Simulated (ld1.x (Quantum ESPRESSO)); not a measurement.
## Configuration tests for Zn (TM)

* Element: zinc (Zn)
* Generator: ld1.x (Quantum ESPRESSO) 7.5
* Type: norm-conserving Troullier–Martins (Kleinman–Bylander form)
* Functional: LDA (PZ)
* Relativity: scalar-relativistic
* Frozen core: [Ar] 3d10
* Valence charge: 2
* Reference configuration: 4s1 4p0 (charge +1)
* Partial waves: 4p (bound, empty): rc 2.80 bohr; 4s (bound): rc 2.00 bohr
* Local potential: the s channel
* Core correction: none

Energies are relative to the spin-unpolarised reference configuration 4s1 4p0; without spin polarisation the order of configurations can differ from experiment. Spin-polarised rows fill each open shell by Hund’s rule, majority spin first. The frozen-core shift is the all-electron ΔE with the core orbitals held at their reference shape minus the fully relaxed ΔE.

Q: Give the all-electron excitation energy and the error of the potential for: 4s2 4p0; 4s1.5 4p0; 4s1 4p1; 4s0 4p1; 4s0 4p2; 4s1 4p0 (spin-polarised); 4s1.5 4p0 (spin-polarised).

A:

```csv
valence configuration,charge,ΔE all-electron (eV),error AE − PS (meV),frozen-core shift (meV)
4s2 4p0,0,-10.190,+87,+107
4s1.5 4p0,+0.5,-6.112,+32,+33
4s1 4p1,0,-5.006,+45,+25
4s0 4p1,+1,6.424,+84,+28
4s0 4p2,0,0.564,+91,+5.3
4s1 4p0 (spin-polarised),+1,-0.248,+266,+9.9
4s1.5 4p0 (spin-polarised),+0.5,-6.163,+66,+34
```
